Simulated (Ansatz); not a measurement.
```yaml
crystal:
  periodic: [false, false, false]
  atoms:
    - {symbol: Cl, position_ang: [-0.382488, -1.581840, 1.654900]}
    - {symbol: C, position_ang: [-0.129768, -0.797239, 0.108325]}
    - {symbol: Br, position_ang: [-0.729336, -1.913031, -1.350358]}
    - {symbol: O, position_ang: [1.175357, -0.304409, -0.069447]}
    - {symbol: Si, position_ang: [0.093958, 0.990851, -0.086145]}
    - {symbol: H, position_ang: [0.145340, 1.885747, 1.085019]}
    - {symbol: H, position_ang: [-0.111862, 1.651920, -1.387994]}
basis:
  gaussian: {orbitals: def2-TZVPD}
magnetization: {spin_polarized: true, initial_magnetization: 0}
hamiltonian: {xc: {name: HF}}
correlation: {active_space: {window: {electrons: 3, orbitals: 2}}}
```

```sh
$ ansatz run in.yaml --threads 4 --pin off --events-out ev --progress --plain --max-ram 10444MiB
```

Q: How does Ansatz answer? (Estimate.)

A: Computed: The program refused the input.
```
Error: invalid value for `correlation.active_space`: it starts from restricted Hartree–Fock orbitals; set hamiltonian.xc: hf without magnetization.spin_polarized
```
